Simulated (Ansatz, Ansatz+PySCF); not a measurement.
```csv
atom,x (Å),y (Å),z (Å)
Zr,0.0000,0.0000,0.0000
F,1.1817,1.1817,1.1817
F,1.1817,-1.1817,-1.1817
F,-1.1817,1.1817,-1.1817
F,-1.1817,-1.1817,1.1817
```

Basis set: def2-SVP (spherical functions, with the set's core potentials past Kr). Correlated methods keep 4 orbitals frozen. Charge 0, multiplicity 1.

Computed with Ansatz (development build ahead of 0.2.0); each method stands on the lowest determinant of its kind that the runs found. Restricted open shells among the atoms or ions are ROHF, correlated in semicanonical orbitals with singles.

**Question.** Give the atomization energy at this shape (free ground-state atoms in the same class of orbitals less the molecule, no zero-point energy) of singlet ZrF4 by RHF-CCSD(T), RHF-CCSD, RHF-MP2, UHF-MP2, RHF, UHF.

**Answer.**

```tsv
method	atomization energy
RHF-CCSD(T)	575.86 kcal/mol
RHF-CCSD	566.13 kcal/mol
RHF-MP2	604.31 kcal/mol
UHF-MP2	605.64 kcal/mol
RHF	442.31 kcal/mol
UHF	430.64 kcal/mol
```

Caution: other spin multiplicities were not run; the shape is not the minimum.
